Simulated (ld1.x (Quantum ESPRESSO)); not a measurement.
What one change does to a pseudopotential (Sn, RRKJ)

| Property | Result |
| --- | --- |
| Element | Sn (Z = 50) |
| Generator | ld1.x (Quantum ESPRESSO) 7.5 |
| Type | norm-conserving RRKJ (Kleinman–Bylander form) |
| Functional | PBEsol |
| Relativity | scalar-relativistic |
| Frozen core | [Kr] 4d10 |
| Valence charge | 4 |
| Reference configuration | 5s1.75 5p2.25 |
| Partial waves | 5s (bound): rc 2.00 bohr; 5p (bound): rc 1.80 bohr |
| Local potential | the p channel |
| Core correction | Bessel-smoothed model core inside 1.15 bohr |
| rho0 | 0.02 |

All-electron outer shells of the reference configuration (PBEsol, scalar-relativistic, ld1.x):

```json
{"shell": "4p", "level (eV)": "-89.96", "outermost node (bohr)": "0.41", "outermost maximum (bohr)": "0.79"}
{"shell": "4d", "level (eV)": "-26.17", "outermost node (bohr)": "0.39", "outermost maximum (bohr)": "0.88"}
{"shell": "5s", "level (eV)": "-10.82", "outermost node (bohr)": "0.98", "outermost maximum (bohr)": "2.01"}
{"shell": "5p", "level (eV)": "-3.87", "outermost node (bohr)": "1.09", "outermost maximum (bohr)": "2.55"}
```

Change: all radii but the core radius scaled by about 1.20 (s 2.40, p 2.16 bohr).

Cutoffs: the cutoffs (Ry, on a coarse ladder) from which the occupation-weighted sum of valence levels, in a spherical-Bessel basis at the reference potential, stays within 10 and 1 mRy of its value at 400 Ry; they do not see the model core or the augmentation charge, which bear on the density cutoff. Errors are all-electron minus pseudo energies relative to the spin-unpolarised reference configuration.

Problem. Predict the effect on cutoff, ghosts and configuration errors.

Solution. The potential gets softer (35 Ry and 50 Ry → 25 Ry and 30 Ry); the bound ghost in s disappears; of the 7 tests that both files solve, the error grows in 4 and shrinks in 2 by more than 15 % and 0.3 meV (median size 22.6 → 26.9 meV). A larger radius leaves more room for a smooth pseudo-wave, so fewer plane waves are needed.

```csv
quantity,base,changed
"cutoff, loose",35 Ry,25 Ry
"cutoff, tight",50 Ry,30 Ry
loose cutoff by channel (10 mRy a level),"s 30 Ry, p 25 Ry","s 21 Ry, p 6 Ry"
bound ghosts,s,none
"error for 5s2 5p2, meV [ΔE -1.73 eV]",-0.6,-1.0
"error for 5s2 5p1, meV [ΔE 5.17 eV]",-4.9,-5.4
"error for 5s2 5p0, meV [ΔE 19.14 eV]",-61,-46
"error for 5s1 5p2, meV [ΔE 12.86 eV]",-23,-27
"error for 5s1 5p0, meV [ΔE 50.15 eV]",-353,-292
"error for 5s0 5p4, meV [ΔE 12.52 eV]",-29,-63
"error for 5s1 5p3, meV [ΔE 5.28 eV]",-6.4,-11
```

 A true bound ghost makes a file unfit for plane-wave use even where its test errors are small: the radial tests pick states by their node count and pass the ghost by.
